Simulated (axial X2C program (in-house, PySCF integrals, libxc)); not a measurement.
Spin–orbit effects down a group: molecules with H (ions), HF

Computed with an in-house relativistic program for diatomic molecules, spin-free (one-electron X2C) or two-component (2c: spin–orbit coupling with atomic mean-field Coulomb and Gaunt terms, which also bring small scalar terms), in Dyall basis sets with cores contracted in-house; open shells are unrestricted.

Basis sets: H dyall-v3z, Mn dyall-cv3z, Re dyall-cv3z, Tc dyall-cv3z.

```csv
molecule,spin-free state,Re (Å),ωe (cm⁻¹),De (eV),2c state,Re 2c (Å),ωe 2c (cm⁻¹),De 2c (eV)
MnH⁺,"M_S = 5/2, Λ = 0",1.707,1519.9,0.80,Ω = 5/2,1.707,1519.3,0.80
TcH⁺,"M_S = 5/2, Λ = 0",1.729,1652.9,1.02,Ω = 5/2,1.729,1652.9,1.02
ReH⁺,"M_S = 5/2, Λ = 0",1.687,1829.7,1.12,Ω = 5/2,1.688,1829.3,1.12
```

Task: Work out the shifts from the spin-free to the two-component result.

Result: 

| molecule | 2c state | ΔRe (Å) | Δωe (cm⁻¹) | ΔDe (eV) |
| --- | --- | --- | --- | --- |
| MnH⁺ | Ω = 5/2 | 0.000 | -0.6 | 0.00 |
| TcH⁺ | Ω = 5/2 | 0.000 | 0.0 | 0.00 |
| ReH⁺ | Ω = 5/2 | 0.001 | -0.4 | 0.00 |

Shifts of one unit in the last digit are rounding.

Fragments in 2c: Mn+ + H, Tc+ + H, Re+ + H. Each entry is the lowest single determinant of a limited PBE0 search at one distance. De goes to single-determinant-based atoms at the same level (for ions the charge split of lowest energy) and is withheld (n/a) where an atom does not fit its ground term or J level. Main or longest-lived isotopes. One determinant is a doubtful description, or other states lie close, for MnH⁺, TcH⁺, ReH⁺; these need not be ground states, and all values refer to the states named. With several unpaired electrons the Ω given is that of one determinant, not necessarily of the lowest component.
